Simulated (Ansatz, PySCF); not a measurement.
Gas-phase reaction (SMILES): FB(Br)Br → Br[B]Br + F atom; the B-F bond at the site shown breaks (other sites are not compared here).

Geometries: B3LYP-D3(BJ)/def2-TZVP minima from Ansatz (a quantum-chemistry and plane-wave program). Cores are frozen in the correlated levels unless marked. UHF or UKS for open shells. Spin-orbit coupling is left out. The frozen core is the preceding noble-gas configuration, with the filled d and f shells of earlier blocks. Non-relativistic. CBS(X,Y): correlation extrapolated as X^-3; Hartree-Fock from the larger set. Thermal terms are rigid-rotor harmonic-oscillator values from B3LYP-D3(BJ) frequencies (Ansatz or PySCF) at 298.15 K and 1 atm. 1 Eh = 627.5095 kcal/mol. Atoms have translation alone.

| species | E, CCSD(T)/CBS(cc-pVTZ,cc-pVQZ) (Ansatz) (Eh) | E, B3LYP-D3(BJ)/def2-TZVPD (Ansatz + dftd3) (Eh) | H - E (Eh) |
|---|---|---|---|
| FB(Br)Br | -5270.07412 | -5273.25275 | 0.01343 |
| Br[B]Br | -5170.14372 | -5173.22416 | 0.00819 |
| F atom | -99.66606 | -99.77110 | 0.00236 |

**Question.** Work out ΔE and ΔH at 298.15 K at the first level, then ΔH at the second.

**Answer.** 
1. ΔE = [(-5170.14372) + (-99.66606)] - [(-5270.07412)] = 0.26434 Eh = 165.9 kcal/mol at CCSD(T)/CBS(cc-pVTZ,cc-pVQZ).
2. The terms H - E add up to -0.00288 Eh, so ΔH = (0.26434 + (-0.00288))×627.5095 = 164.1 kcal/mol.
3. At B3LYP-D3(BJ)/def2-TZVPD the same steps give ΔE = 161.6 and ΔH = 159.8 kcal/mol, a shift of -4.3 from the first level.
4. These values are not checked against measurement here, since the tables used lack a sound gas-phase enthalpy of formation for at least one species.
